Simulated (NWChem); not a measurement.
Species: C₂H₆BO₃, doublet; SMILES O(B([O])OC)C

```xyz
12

C     -0.7749    -2.1401    -0.0009
O     -0.7492    -0.7150     0.0002
B      0.4192     0.0007     0.0000
O      1.6108    -0.6879    -0.0002
O      0.4512     1.3569     0.0001
C     -0.7415     2.1361     0.0007
H     -0.2842    -2.5466     0.8906
H     -0.2830    -2.5453    -0.8924
H     -1.8243    -2.4447    -0.0018
H     -0.7441     2.7733     0.8913
H     -0.7443     2.7742    -0.8892
H     -1.6382     1.5101     0.0005
```
Atoms are numbered in this order, from 1.

Computed with NWChem. Pople sets run with spherical d functions. Spin-unrestricted. Geometry: optimised at B3LYP/6-31G* (spherical d), spin-unrestricted. No stability test was run on the SCF state. Vzz is the largest principal value of the second derivative of the potential at the nucleus (NWChem prints the opposite sign); η is the asymmetry. Non-relativistic.

For level CAM-B3LYP/6-31G*:

| Quantity | Value |
|---|---|
| Vzz O2 (a.u.) | 1.499 |
| Vzz O4 (a.u.) | 2.244 |
| Vzz O5 (a.u.) | 1.542 |

Question: What are these values for level CAM-B3LYP/def2-SVP?

Answer: The vzz O2 (a.u.) comes out as 1.532. The vzz O4 (a.u.) is 2.303 and the vzz O5 (a.u.) comes out as 1.575.
